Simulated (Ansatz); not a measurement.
The cluster Na6Zr⁻. Charge -1, multiplicity 2. Geometry PBE-D4/def2-SVP, that of the neutral singlet; atoms count from 1.

```tsv
atom	x (Å)	y (Å)	z (Å)
Zr1	1.019	1.252	0.224
Na2	0.548	-0.828	2.821
Na3	2.400	-1.767	-0.124
Na4	-1.096	-1.532	-0.276
Na5	0.828	-0.025	-2.879
Na6	-1.929	1.209	1.773
Na7	-1.770	1.691	-1.539
```

In the def2 sets Zr takes a core potential; there is no spin–orbit coupling. The charge -1 doublet is spin-contaminated (final ⟨S²⟩ up to 1.97, 0.75 for a pure state). The structure comes from a short search, and lower isomers may exist.

(1) Estimate the Mulliken populations from the PBE0/def2-TZVPD orbitals of Ansatz.

(2) Where does the spin sit?

(3) And the Mayer bond orders between bonded heavy atoms (over 0.3)?

Results:

(1) 
```
atom  charge (e)  spin (α − β)  d electrons
 Zr1       -0.63          1.29         2.71
 Na2       -0.09         -0.05            –
 Na3       -0.10         -0.04            –
 Na4        0.08         -0.07            –
 Na5       -0.09         -0.05            –
 Na6       -0.09         -0.04            –
 Na7       -0.09         -0.04            –
```
Mulliken values and Mayer orders depend strongly on the basis. With diffuse functions, as here, like atoms can get unlike values, and bond orders can come out too low or too high.

(2) Summed by element: Zr 1.29, Na -0.29, of 1 unpaired in all. Largest on single atoms: Zr1 1.29, Na4 -0.07, Na5 -0.05.

(3) Zr1–Na2 0.65 (3.36 Å); Zr1–Na3 0.66 (3.34 Å); Zr1–Na4 0.47 (3.53 Å); Zr1–Na5 0.65 (3.36 Å); Zr1–Na6 0.65 (3.33 Å); Zr1–Na7 0.65 (3.33 Å).
